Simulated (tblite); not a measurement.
Compound: C6H9F2NSi.
Numbering: `[CH:1]#[C:2][C@@H:3]1[CH2:4][NH:5][SiH2:6][C@H:7]([F:8])[C@H:9]1[F:10]` (hydrogens: H11 on C1; H12 on C3; H13, H14 on C4; H15 on N5; H16, H17 on Si6; H18 on C7; H19 on C9)

Geometry (GFN2-xTB, Å), atoms numbered from 1 in this order:
```
atom  x, y, z in Å
C1    -2.7893    0.4381    0.4145
C2    -1.8539   -0.0539   -0.1448
C3    -0.7191   -0.6649   -0.8105
C4     0.0306   -1.6083    0.1422
N5     0.5189   -0.8998    1.3074
Si6    1.4412    0.5386    1.2091
C7     0.7757    1.3963   -0.3739
F8    -0.1991    2.3282   -0.0549
C9     0.1938    0.4228   -1.3934
F10    1.2547   -0.1932   -2.0333
H11   -3.6067    0.8819    0.8985
H12   -1.0852   -1.2689   -1.6515
H13   -0.6658   -2.3865    0.4677
H14    0.8462   -2.0880   -0.4164
H15    0.6245   -1.4983    2.1104
H16    1.1253    1.3475    2.3787
H17    2.8882    0.3683    0.9937
H18    1.5619    1.9673   -0.8829
H19   -0.3517    0.9820   -2.1680
```

Computed values, GFN2-xTB/tblite, gas phase, harmonic and unscaled. This tight-binding method is rough: wavenumbers can miss measured ones by several per cent, in bad cases by 10 to 20. Modes of hydrogen on silicon can be 10 to 20 % off. One conformer, not necessarily the lowest.

Harmonic wavenumbers (cm⁻¹): 43.9, 83.0, 119.7, 128.9, 191.9, 231.7, 247.7, 293.7, 356.3, 378.8, 404.7, 422.9, 488.7, 514.6, 533.8, 565.9, 640.9, 649.4, 671.6, 723.3, 765.6, 779.4, 826.1, 859.7, 935.8, 1015.7, 1024.9, 1045.8, 1076.0, 1134.9, 1166.6, 1185.1, 1217.7, 1242.3, 1266.7, 1283.3, 1311.4, 1315.5, 1322.8, 1366.6, 1480.5, 2186.8, 2297.3, 2330.2, 2881.0, 2889.8, 2904.8, 2912.7, 2955.6, 3403.3, 3465.1.

A = 1274, B = 1086, C = 1080 MHz; mass 161.047 u (most abundant isotopes); point group C1, symmetry number 1.

Zero-point energy?

Half the sum of the wavenumbers: 29770 cm⁻¹ = 356.13 kJ/mol.

Give the ideal-gas entropy at 350 K and 1 bar in the rigid-rotor, harmonic-oscillator model (classical rotation).

Translation 175.57, rotation 126.49, vibration 158.22: S = 460.3 J/(mol K).

And Cp and H(350 K) − H(0)?

Cp = 205.72 J/(mol K), of which vibrations give 172.46 (their classical limit is 51 R = 424.0); H(350 K) − H(0) = 41.62 kJ/mol without the zero-point energy, 29.98 from vibrations.

How do the functions run with temperature in this model?

```tsv
T (K)	S (J/(mol K))	Cp (J/(mol K))	H − H(0) (kJ/mol)	G − H(0) (kJ/mol)	ln q(vib)
150	332.7	106.5	10.10	-39.80	2.97
250	399.3	158.3	23.36	-76.46	5.80
298.15	429.2	182.0	31.56	-96.41	7.20
400	489.1	226.5	52.43	-143.22	10.20
600	593.9	289.9	104.55	-251.80	15.99
900	723.3	347.0	200.88	-450.12	24.05
```

q(vib) and H(0) count from the zero-point level.

What must be added to the electronic energy to get the Gibbs energy at 350 K and 1 bar?

ZPE + [H(350 K) − H(0)] − T·S = 356.13 + 41.62 − 161.10 = 236.65 kJ/mol.

Blend soft modes into free rotors: weight 1/[1 + (100 cm⁻¹/ν̃)⁴] for the oscillator and the rest for a rotor with moment μB/(μ + B), μ = h/(8π²ν), B = 10⁻⁴⁴ kg m². What vibrational entropy results?

147.94 J/(mol K) in place of 158.22, which changes −T·S at 350 K by +3.60 kJ/mol.

Which modes carry the vibrational entropy at 350 K?

43.9 cm⁻¹: 22.56; 83.0 cm⁻¹: 17.30; 119.7 cm⁻¹: 14.29; 128.9 cm⁻¹: 13.69; 191.9 cm⁻¹: 10.50; 231.7 cm⁻¹: 9.03 J/(mol K); the other 45 give 70.85 together.

Hindered rotation and anharmonicity are outside this model. Other conformers, if any are populated, would add a mixing term that is left out. The structure is chiral; the term R ln 2 for an equal mix with its mirror image is left out.
